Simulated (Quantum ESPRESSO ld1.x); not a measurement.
Sb28+, configuration [Ar] 3d5. Method: Dirac Kohn-Sham, LDA (Slater exchange, Perdew-Zunger correlation), spin-unpolarised, spherical densities, point nucleus; open shells are shared between the two j in proportion to 2j + 1; computed with ld1.x of Quantum ESPRESSO 7.5.

Spin-orbit splittings of the eigenvalues, e(l+1/2) - e(l-1/2), with zeta = 2 splitting/(2l+1) and mean radii in bohr:

shell  occ.  splitting (eV)  zeta (eV)  <r> j=l-1/2  <r> j=l+1/2
2p        6               ?          ?       0.1028       0.1082
3p        6           54.15      36.10       0.3007       0.3101
3d        5           12.04      4.817       0.2750       0.2779

Estimate the 2p splitting.

Answer. 253.7 eV (zeta = 169.1 eV).
